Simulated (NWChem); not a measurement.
Basis-set convergence for HFSn

```xyz
3

Sn    -0.2230     0.1953     0.0000
H      1.0072     1.5359     0.0000
F      1.1273    -1.2554     0.0000
```
Charge 0, spin multiplicity 1.

Program: NWChem. Structure: optimised with PBE/def2-SVP with def2 effective core potentials on Sn, a minimum by its harmonic frequencies.

Quantity: vertical ionisation energy at the level ΔPBE0 (Δ: difference of total energies, the cation a doublet at the parent's geometry with its hole in an orbital of symmetry a' (Cs labels); it is the state that the SCF runs reached, from PBE0 orbitals for Hartree-Fock references, and need not be the lowest).

Effective core potentials replace the inner electrons of Sn; spin-orbit coupling is left out. The structure started from a generated list of species. The stability of the SCF solutions was not checked.

Costs are rough ratios of processor time within this set of runs, SCF included, with def2-SVP as 1.

```csv
basis,functions,vertical ionisation energy (eV),relative cost
def2-SVP,45,___,1
def2-SVPD,63,___,under 3
def2-TZVP,87,9.46,under 3
def2-TZVPP,95,9.46,under 3
def2-TZVPD,105,9.48,3
def2-QZVP,169,9.47,10
```

**Question.** Fill in the missing entries.

**Answer.** 
- def2-SVP, vertical ionisation energy (eV): 9.37
- def2-SVPD, vertical ionisation energy (eV): 9.50
